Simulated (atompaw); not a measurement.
# What one change does to a pseudopotential (cerium (Ce), PAW (atompaw))

atompaw 4.2.0.5 input, output lines left out:

```
Ce 58
LDA-PW scalarrelativistic loggrid 2001 logderivrange -4 5 226
6 6 5 4 0 0
6 1 0
5 2 2
4 3 0
0 0 0
c
c
c
c
c
v
c
c
c
v
v
c
c
v
v
3
3.00 2.25 2.25 2.90
y
0.2
n
n
y
0.7
n
y
0.2
n
custom polynom vanderbiltortho sinc
4 0.5 ultrasoft
3.00
3.00
3.00
3.00
3.00
3.00
1.55
1.55
```

Change: local potential bessel scheme, radius 2.25 bohr.

Cutoffs: the cutoffs (Ry, on a coarse ladder) from which the occupation-weighted sum of valence levels, in a spherical-Bessel basis at the reference potential, stays within 10 and 1 mRy of its value at 400 Ry; they do not see the model core or the augmentation charge, which bear on the density cutoff.

Problem. What does the change do?

Solution. The potential gets neither clearly harder nor softer (10 Ry and 18 Ry → 10 Ry and 18 Ry); both files keep a bound ghost (s); the range in which the p phases agree narrows (upper end 4.6 → 1.0); the range in which the d phases agree narrows (upper end at the end of the scan → 2.4).

```csv
quantity,base,changed
"cutoff, loose",10 Ry,10 Ry
"cutoff, tight",18 Ry,18 Ry
bound ghosts,s,s
s: phases at 3.01 bohr within 0.05 rad from the reference energy up to (Ry; the scan ends near 5),3.6,4.2
p: phases at 3.01 bohr within 0.05 rad from the reference energy up to (Ry; the scan ends near 5),4.6,1.0
d: phases at 3.01 bohr within 0.05 rad from the reference energy up to (Ry; the scan ends near 5),to the end of the scan,2.4
f: phases at 3.01 bohr within 0.05 rad from the reference energy up to (Ry; the scan ends near 5),4.0,4.3
lowest overlap eigenvalue by channel,"s 0.47, p 0.85, d 0.92, f 0.99","s 0.49, p 0.89, d 0.95, f 0.99"
```

Base: The cutoffs count occupied waves only; the empty 4f level needs 45 Ry at the loose tolerance. Changed file: The cutoffs count occupied waves only; the empty 4f level needs 45 Ry at the loose tolerance. A true bound ghost makes a file unfit for plane-wave use even where its test errors are small: the radial tests pick states by their node count and pass the ghost by. The cutoffs see the waves, projectors and local potential, not the compensation charge or the core.
